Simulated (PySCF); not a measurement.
Isomers of C3H10OSSi, one GFN2-xTB conformer each. Single-point energies are computed at PBE0/pcSseg-1 (PySCF, gas phase, no added dispersion term), electronic only.

```json
{"SMILES": "CC[Si@@](C)(O)S", "GFN2-xTB relative energy (kcal/mol)": "8.5"}
{"SMILES": "CCO[SiH2]SC", "GFN2-xTB relative energy (kcal/mol)": "0.0"}
```

Conformers: `[CH3:1][CH2:2][Si@@:3]([CH3:4])([OH:5])[SH:6]` with C1–C2–Si3–C4 -60°, C2–Si3–O5–H 61°, C2–Si3–S6–H 180°; `[CH3:1][CH2:2][O:3][SiH2:4][S:5][CH3:6]` with C1–C2–O3–Si4 59°, C2–O3–Si4–S5 176°, O3–Si4–S5–C6 -48°.

Q: What does PBE0/pcSseg-1 give for the same structures?

A: 
| SMILES | PBE0/pcSseg-1 E (Eh) | PBE0/pcSseg-1 (kcal/mol) | GFN2-xTB (kcal/mol) | point group |
| --- | --- | --- | --- | --- |
| CC[Si@@](C)(O)S | -882.80803 | 0.0 | 8.5 | C1 |
| CCO[SiH2]SC | -882.75308 | 34.5 | 0.0 | C1 |

GFN2-xTB puts CCO[SiH2]SC lowest instead. As drawn, the lower has an O–H bond, an S–H bond and an Si–C bond, which the higher lacks.

Q: Which frontier levels, dipoles and rotational constants go with these structures?

A: 
```csv
SMILES,"HOMO (eV, PBE0/pcSseg-1)",LUMO (eV),dipole (D),"A, B, C (MHz)"
CC[Si@@](C)(O)S,-7.18,0.80,1.36,"2811, 1495, 1338"
CCO[SiH2]SC,-6.71,0.46,2.85,"5353, 1115, 991.7"
```
